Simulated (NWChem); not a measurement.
Species: C$_{3}$H$_{4}$ClF; SMILES F/C(=C/Cl)C

All runs: NWChem. Pople sets run with spherical d functions. The geometry was optimised at PBE0/def2-SVP. Level: M06-2X/6-31G* with COSMO at NWChem's default radii, gas-phase geometry; the question gives the dielectric constant.

Q: Estimate the computed values for dielectric constant 2.0. Quantities: electrostatic solvation energy (kcal/mol); dipole in solution (D).

A: The electrostatic solvation energy (kcal/mol) is -1.1. The dipole in solution (D) comes out as 1.13.
